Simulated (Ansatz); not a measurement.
Z-matrix (Å, degrees):
```
Si
C 1 1.869
H 1 1.486 2 109.7
H 1 1.486 2 108.0 3 119.4
H 1 1.484 2 110.5 3 -119.9
N 2 1.397 1 117.2 3 62.6
C 2 1.332 1 118.9 3 -124.0
C 6 1.261 2 120.4 1 -119.8
F 7 1.338 2 122.7 1 -176.2
H 7 1.083 2 124.5 1 0.4
H 8 1.089 6 118.8 2 -178.8
H 8 1.095 6 123.3 2 1.5
```

Total charge 0; spin multiplicity 1.

(1) List the PBE/def2-TZVPP orbital energies in eV (Ansatz 0.2.0). (Estimate.)

Results:

(1) Computed: Occupied: -1779.69, -660.59, -381.17, -271.20, -270.31, -269.82, -137.46, -94.20, -94.18, -94.17, -30.88, -23.68, -19.16, -16.36, -14.44, -13.57, -12.94, -12.29, -11.64, -11.05, -9.82, -9.16, -8.66, -8.55, -7.81, -7.21, -5.70. Lowest empty: -2.06, -0.89, -0.14, 0.52, 0.82, 0.92, 1.10, 1.54.
